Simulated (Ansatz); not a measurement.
Results of the Gaussian-basis code of Ansatz.

Basis-set series for F$_{3}$GeH$_{2}$N, SMILES `[NH2][Ge]([F])([F])[F]`. Charge 0, multiplicity 1. Geometry: relaxed with PBE0-D4/def2-TZVP. It is one conformer, not always the lowest.

| functional | basis | functions | energy (Eh) | HOMO (eV) | LUMO (eV) |
| --- | --- | --- | --- | --- | --- |
| PBE0-D4 | def2-SVP | 98 | -2431.47184 | -8.86 | -0.43 |
| PBE0-D4 | def2-TZVPP | 200 | -2432.18763 | -9.06 | -0.71 |
| ωB97M-V | def2-SVP | 98 | -2431.86833 | -11.26 | 1.55 |
| ωB97M-V | def2-TZVPP | 200 | -2432.59266 | -11.49 | 1.12 |

**Question.** Give the rows for def2-QZVPP. (An estimate is asked.)

**Answer.** The calculation gave: 
```csv
functional,basis,functions,energy (Eh),HOMO (eV),LUMO (eV)
PBE0-D4,def2-QZVPP,377,-2432.25416,-9.12,-0.92
ωB97M-V,def2-QZVPP,377,-2432.65628,-11.55,0.74
```

Positive LUMOs are unbound and depend on the basis. Scalar relativity is left out up to krypton.
